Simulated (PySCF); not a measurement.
CH8FNSi2, SMILES C[SiH2][Si@@H](N)F. Atoms are numbered in the order given.

```xyz
13

C      1.9943     0.6382    -1.5571
Si     0.6817    -0.6326    -1.0625
Si    -0.3915     0.0492     0.9042
N     -1.1986     1.5326     0.5615
F     -1.3946    -1.1614     1.3913
H      2.4591     0.3778    -2.5214
H      1.5393     1.6375    -1.6476
H      2.7900     0.6957    -0.7970
H      1.2923    -1.9829    -0.8946
H     -0.3525    -0.7363    -2.1369
H      0.5050     0.3136     2.0598
H     -1.5371     2.1329     1.3106
H     -1.7842     1.6244    -0.2655
```

Geometry: TPSSh-D3(BJ)/def2-SVP. The structure was generated by enumeration; whether it is a known compound was not checked. Other conformers were not sampled.

Calculation: PySCF with PBE/def2-TZVP.

Isolated molecule, no solvent.

| Property | Value |
|---|---|
| total energy | -776.17975 hartree |
| highest occupied level | -6.53 eV |
| lowest empty level | -0.85 eV |
| orbital gap | 5.68 eV |
| dipole moment | 2.33 D |
| quadrupole, principal values (traceless, Buckingham form, about the centre of nuclear charge) | -8.31, 0.31, 8.00 D·Å |
| mean static polarisability | 76.5 bohr³ (11.34 Å³) |
| polarisability, principal values | 69.3, 73.6, 86.8 bohr³ |
